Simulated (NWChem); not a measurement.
System: C2H7OSc; SMILES [OH][Sc]([CH3])[CH3]

Parts of the log:

```
             Northwest Computational Chemistry Package (NWChem) 7.3.0
             --------------------------------------------------------

                             Geometry "geometry" -> ""
                             -------------------------

 Output coordinates in angstroms (scale by  1.889725989 to convert to a.u.)

  No.       Tag          Charge          X              Y              Z
 ---- ---------------- ---------- -------------- -------------- --------------
    1 Sc                  21.0000     0.08442000     0.01459200     0.00023800
    2 O                    8.0000     1.93478000    -0.02245300    -0.00150800
    3 H                    1.0000     2.86627500     0.21639900    -0.00256600
    4 C                    6.0000    -1.02195800    -1.89164400     0.00090900
    5 H                    1.0000    -0.79600600    -2.51206100    -0.88166100
    6 H                    1.0000    -2.11286000    -1.73559800     0.00831600
    7 H                    1.0000    -0.78474500    -2.51902300     0.87549700
    8 C                    6.0000    -1.05880100     1.90128700    -0.00000900
    9 H                    1.0000    -2.14644200     1.72349200    -0.00317500
   10 H                    1.0000    -0.84123300     2.53256400    -0.87732600
   11 H                    1.0000    -0.84600500     2.52950000     0.88070300

 Effective nuclear repulsion energy (a.u.)     193.0538205566

                              NWChem Property Module
                              ----------------------

  itol2e modified to match energy
  convergence criterion.

                                 NWChem DFT Module
                                 -----------------

 Summary of "ao basis" -> "ao basis" (spherical)
 ------------------------------------------------------------------------------
       Tag                 Description            Shells   Functions and Types
 ---------------- ------------------------------  ------  ---------------------
 Sc                         pcsseg-1                15       45   5s6p3d1f
 O                          pcsseg-1                 7       17   3s3p1d
 H                          pcsseg-1                 3        5   2s1p
 C                          pcsseg-1                 7       17   3s3p1d

  itol2e modified to match energy
  convergence criterion.

[...]

          -----------------------------------------
          Chemical Shielding Tensors (GIAO, in ppm)
          -----------------------------------------

                                NWChem CPHF Module
                                ------------------

  scftype          =     RHF
  nclosed          =       24
  nopen            =        0
  variables        =     2568
  # of vectors     =        3
  tolerance        = 0.10D-03
  level shift      = 0.00D+00
  max iterations   =       50
  max subspace     =       30

 SCF residual:    4.8899213840411728E-005

Iterative solution of linear equations
  No. of variables     2568
  No. of equations        3
  Maximum subspace       30
        Iterations       50
       Convergence  1.0D-04

   iter   nsub   residual    time
   ----  ------  --------  ---------
     1      3    1.50D-04      59.7
     2      6    5.02D-09      64.6

      Atom:    1  Sc
        Diamagnetic
   1513.3890     -0.0924     -0.0089
     -0.0924   1514.0700     -0.0056
     -0.0089     -0.0056   1500.2923

        Paramagnetic
  -1540.2865    -11.6456     -0.3714
    -11.6456  -1039.0764     -0.3680
     -0.3714     -0.3680  -2429.8982

        Total Shielding Tensor
    -26.8974    -11.7380     -0.3803
    -11.7380    474.9936     -0.3735
     -0.3803     -0.3735   -929.6059

           isotropic =    -160.5032
          anisotropy =   -1153.6544

          Principal Components and Axis System
                 1           2           3
             -929.6062    475.2681    -27.1716

      1         0.0004     -0.0234      0.9997
      2         0.0003      0.9997      0.0234
      3         1.0000     -0.0003     -0.0004

      Atom:    2  O
        Diamagnetic
    417.7940      4.7425     -0.0413
      4.7425    380.5315     -0.0059
     -0.0413     -0.0059    379.0988

        Paramagnetic
   -123.6909    -76.1471     -0.1391
    -76.1471   -510.0144      0.1724
     -0.1391      0.1724   -345.6422

        Total Shielding Tensor
    294.1031    -71.4047     -0.1803
    -71.4047   -129.4829      0.1664
     -0.1803      0.1664     33.4566

           isotropic =      66.0256
          anisotropy =     359.6859

          Principal Components and Axis System
                 1           2           3
              305.8162   -141.1960     33.4565

      1         0.9868      0.1619      0.0009
      2        -0.1619      0.9868      0.0006
      3        -0.0008     -0.0008      1.0000

      Atom:    3  H
        Diamagnetic
     46.4593      5.1210     -0.0281
      5.1210     22.1358     -0.0060
     -0.0281     -0.0060     20.8974

        Paramagnetic
     -9.5557     -5.8441      0.0171
     -5.8441     -0.1411      0.0075
      0.0171      0.0075      2.9381

        Total Shielding Tensor
     36.9036     -0.7231     -0.0110
     -0.7231     21.9947      0.0015
     -0.0110      0.0015     23.8355

           isotropic =      27.5780
          anisotropy =      14.0410

          Principal Components and Axis System
                 1           2           3
               36.9386     23.8355     21.9597

      1         0.9988      0.0009      0.0483
      2        -0.0483      0.0005      0.9988
      3        -0.0008      1.0000     -0.0005

      Atom:    4  C
        Diamagnetic
    252.9326      3.9821     -0.0102
      3.9821    256.2454     -0.0170
     -0.0102     -0.0170    250.0106

        Paramagnetic
   -126.5879     38.3259     -0.0586
     38.3259    -89.0282     -0.0240
     -0.0586     -0.0240   -117.2479

[...]
```

Level: LDA (Slater exchange, VWN5)/pcSseg-1, GIAO. Structure relaxed at the B3LYP/6-31G* (spherical d) level. The output numbers the shielded atoms by their place in the input's list. The printed shielding anisotropy is the first printed principal value minus the mean of the other two.

Question: Write an input that gives this output.

Answer: Several could match; the one computed here: the input that was run:
```
start job
memory heap 200 mb stack 900 mb global 1100 mb
geometry units angstroms noautosym nocenter noautoz
  Sc     0.084420     0.014592     0.000238
  O      1.934780    -0.022453    -0.001508
  H      2.866275     0.216399    -0.002566
  C     -1.021958    -1.891644     0.000909
  H     -0.796006    -2.512061    -0.881661
  H     -2.112860    -1.735598     0.008316
  H     -0.784745    -2.519023     0.875497
  C     -1.058801     1.901287    -0.000009
  H     -2.146442     1.723492    -0.003175
  H     -0.841233     2.532564    -0.877326
  H     -0.846005     2.529500     0.880703
end
basis spherical
  Sc library pcsseg-1
  O library pcsseg-1
  H library pcsseg-1
  C library pcsseg-1
end
dft
  xc slater vwn_5
  iterations 150
end
property
  shielding 9 1 2 3 4 5 6 8 9 10
end
task dft property
```
